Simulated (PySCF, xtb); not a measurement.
Se(F)4 cation (F4Se), SMILES F[Se](F)(F)F (connectivity only; charge and spin as stated), charge +1, multiplicity 2.

Harmonic wavenumbers (cm⁻¹) from GFN2-xTB (xtb) at its own minimum, in rising order: 143, 145, 182, 251, 254, 287, 371, 534, 561.

### Question
What does PBE0-D3(BJ)/def2-SVP (PySCF 2.14.0) give at its own minimum? (The exact figures need the calculation; the answer reports its results.)

### Answer
191, 193, 285, 318, 337, 569, 601, 805, 818. Paired by order, the mean absolute difference is 154 cm⁻¹ and the zero-point energies are 3.9 and 5.9 kcal/mol.
